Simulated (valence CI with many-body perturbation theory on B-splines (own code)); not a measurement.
E1 line list for Yb⁶⁵⁺

Level of theory: valence CI with perturbative core correlation (CI+MBPT): three valence electrons over a frozen Dirac-Fock core [He], radial functions for each j: 11 s, 11 p, 9 d, 7 f, 5 g, 2 h, 1 i, with the one-electron correlation potential Σ1, the two-electron term Σ2, the three-electron term Σ3, Breit, model QED; selected CI, second order for the rest (own B-spline code, finite nucleus).

The last digits are not significant, and no measured levels were compared; by estimate large intervals hold to a few tenths of a per cent, small ones and those within an open d or f shell to about a per cent.

Lines 201 to 250 of 280 in falling wavelength, among levels below 92778 × 10³ cm⁻¹, chosen from the strongest by gf and those to the six lowest levels. Wavelengths and rates use the calculated energies. Electric multipoles are in the length gauge, E1 and E2 with the static RPA response of the core. Weak lines are less certain than strong ones. Lines between different terms over intervals too small for the method are left out, as are lines whose strength nearly cancels. The highest levels of a list are the least certain.

Levels are named by their leading jj configuration (3d3/2^4 stands for four electrons in 3d with j = 3/2), which in mixed levels can hold well under half, so a name can repeat and another be missing. Letters in brackets count levels of one name in rising energy.

```csv
λ vac (nm),Upper,Lower,A (s⁻¹),S (a.u.)
0.1288,(2p1/2 2p3/2 3p1/2) J=3/2 [a],(2s 2p1/2 2p3/2) J=5/2,1.27e+14,5.34e-04
0.1286,(2p1/2 2p3/2 3p1/2) J=5/2,(2s 2p1/2 2p3/2) J=5/2,3.07e+14,1.94e-03
0.1286,(2s 2p1/2 3p1/2) J=1/2 [b],(2s^2 2p1/2) J=1/2,2.01e+14,4.22e-04
0.1283,(2p1/2 2p3/2 3p1/2) J=1/2,(2s 2p1/2 2p3/2) J=3/2 [a],5.30e+14,1.11e-03
0.1283,(2p1/2 2p3/2 3p1/2) J=3/2 [a],(2s 2p1/2 2p3/2) J=3/2 [a],3.38e+14,1.41e-03
0.1281,(2p1/2 2p3/2 3p1/2) J=5/2,(2s 2p1/2 2p3/2) J=3/2 [a],6.12e+13,3.81e-04
0.1281,(2s 2p3/2 3p1/2) J=1/2,(2s^2 2p3/2) J=3/2,3.33e+14,6.90e-04
0.1280,(2p1/2 2p3/2 3p1/2) J=3/2 [b],(2s 2p1/2 2p3/2) J=5/2,3.28e+14,1.36e-03
0.1280,(2s 2p3/2 3p1/2) J=3/2 [b],(2s^2 2p3/2) J=3/2,2.22e+14,9.19e-04
0.1280,(2p1/2 2p3/2 3d3/2) J=3/2 [a],(2p1/2^2 2p3/2) J=3/2,2.04e+14,8.45e-04
0.1277,(2s 2p3/2 3d3/2) J=3/2 [a],(2s 2p1/2 2p3/2) J=1/2,1.90e+12,7.81e-06
0.1276,(2s 2p1/2 3d3/2) J=3/2 [a],(2s 2p1/2^2) J=1/2,1.48e+14,6.06e-04
0.1275,(2p1/2 2p3/2 3d3/2) J=5/2 [b],(2p1/2^2 2p3/2) J=3/2,1.48e+15,9.12e-03
0.1275,(2p1/2 2p3/2 3p1/2) J=3/2 [b],(2s 2p1/2 2p3/2) J=3/2 [a],1.90e+13,7.78e-05
0.1275,(2p1/2 2p3/2 3d3/2) J=3/2 [b],(2p1/2^2 2p3/2) J=3/2,1.34e+15,5.48e-03
0.1273,(2p1/2 2p3/2 3d3/2) J=1/2 [b],(2p1/2^2 2p3/2) J=3/2,1.53e+15,3.13e-03
0.1270,(2s 2p1/2 3d3/2) J=3/2 [b],(2s 2p1/2^2) J=1/2,1.45e+15,5.85e-03
0.1269,(2s 2p3/2 3d3/2) J=5/2 [a],(2s 2p1/2 2p3/2) J=5/2,6.00e+14,3.63e-03
0.1269,(2s 2p1/2 3d3/2) J=1/2,(2s 2p1/2^2) J=1/2,1.38e+15,2.78e-03
0.1269,(2p1/2 2p3/2 3s) J=3/2 [a],(2s^2 2p3/2) J=3/2,1.34e+12,5.40e-06
0.1268,(2s 2p3/2 3d3/2) J=3/2 [a],(2s 2p1/2 2p3/2) J=5/2,2.16e+14,8.68e-04
0.1268,(2s 2p3/2 3d3/2) J=7/2,(2s 2p1/2 2p3/2) J=5/2,1.20e+15,9.70e-03
0.1268,(2s 2p3/2 3d3/2) J=3/2 [b],(2s 2p1/2 2p3/2) J=3/2 [b],4.54e+14,1.83e-03
0.1268,(2s 2p3/2 3d3/2) J=3/2 [b],(2s 2p1/2 2p3/2) J=1/2,5.56e+14,2.24e-03
0.1268,(2p1/2 2p3/2 3s) J=1/2,(2s^2 2p3/2) J=3/2,3.49e+12,7.01e-06
0.1267,(2s 2p3/2 3d3/2) J=5/2 [b],(2s 2p1/2 2p3/2) J=3/2 [b],1.05e+15,6.33e-03
0.1267,(2p1/2 2p3/2 3s) J=5/2,(2s^2 2p3/2) J=3/2,7.09e+12,4.26e-05
0.1266,(2s 2p3/2 3d5/2) J=5/2 [a],(2s 2p1/2 2p3/2) J=3/2 [b],1.17e+14,7.02e-04
0.1265,(2p1/2 2p3/2 3s) J=3/2 [b],(2s^2 2p3/2) J=3/2,3.94e+12,1.57e-05
0.1265,(2s 2p3/2 3d3/2) J=1/2 [b],(2s 2p1/2 2p3/2) J=1/2,1.06e+15,2.13e-03
0.1265,(2p1/2^2 3s) J=1/2,(2s^2 2p1/2) J=1/2,1.76e+13,3.53e-05
0.1264,(2s 2p3/2 3d3/2) J=5/2 [a],(2s 2p1/2 2p3/2) J=3/2 [a],5.45e+14,3.26e-03
0.1263,(2s^2 3d3/2) J=3/2,(2s^2 2p1/2) J=1/2,1.17e+15,4.67e-03
0.1263,(2s 2p3/2 3d3/2) J=3/2 [a],(2s 2p1/2 2p3/2) J=3/2 [a],8.88e+14,3.54e-03
0.1263,(2s 2p3/2 3d3/2) J=1/2 [a],(2s 2p1/2 2p3/2) J=3/2 [a],1.10e+15,2.18e-03
0.1263,(2s 2p3/2 3d5/2) J=3/2 [a],(2s 2p1/2 2p3/2) J=1/2,1.02e+14,4.07e-04
0.1261,(2s 2p3/2 3d5/2) J=1/2,(2s 2p1/2 2p3/2) J=1/2,1.24e+13,2.45e-05
0.1259,(2s 2p3/2 3d3/2) J=3/2 [b],(2s 2p1/2 2p3/2) J=5/2,3.85e+12,1.52e-05
0.1257,(2s 2p3/2 3d5/2) J=5/2 [a],(2s 2p1/2 2p3/2) J=5/2,2.62e+12,1.54e-05
0.1256,(2s 2p3/2 3d5/2) J=7/2 [a],(2s 2p1/2 2p3/2) J=5/2,1.19e+13,9.33e-05
0.1254,(2s 2p3/2 3d5/2) J=3/2 [b],(2s 2p1/2 2p3/2) J=1/2,1.84e+12,7.15e-06
0.1253,(2s 2p3/2 3d3/2) J=5/2 [b],(2s 2p1/2 2p3/2) J=3/2 [a],1.27e+13,7.39e-05
0.1253,(2p1/2 2p3/2 3p3/2) J=1/2 [a],(2s 2p1/2 2p3/2) J=1/2,2.29e+14,4.43e-04
0.1252,(2p1/2 2p3/2 3p3/2) J=3/2 [a],(2s 2p1/2 2p3/2) J=3/2 [b],1.82e+14,7.07e-04
0.1252,(2p1/2 2p3/2 3p3/2) J=3/2 [a],(2s 2p1/2 2p3/2) J=1/2,1.07e+14,4.14e-04
0.1250,(2s 2p1/2 3p3/2) J=3/2 [a],(2s^2 2p1/2) J=1/2,1.45e+14,5.57e-04
0.1249,(2s 2p3/2 3p3/2) J=3/2 [a],(2s^2 2p3/2) J=3/2,2.93e+14,1.13e-03
0.1249,(2p1/2 2p3/2 3p3/2) J=3/2 [b],(2s 2p1/2 2p3/2) J=1/2,1.07e+14,4.12e-04
0.1248,(2p1/2 2p3/2 3p3/2) J=5/2 [b],(2s 2p1/2 2p3/2) J=3/2 [b],1.64e+14,9.42e-04
0.1248,(2s 2p3/2 3d5/2) J=7/2 [b],(2s 2p1/2 2p3/2) J=5/2,2.55e+13,1.95e-04
```
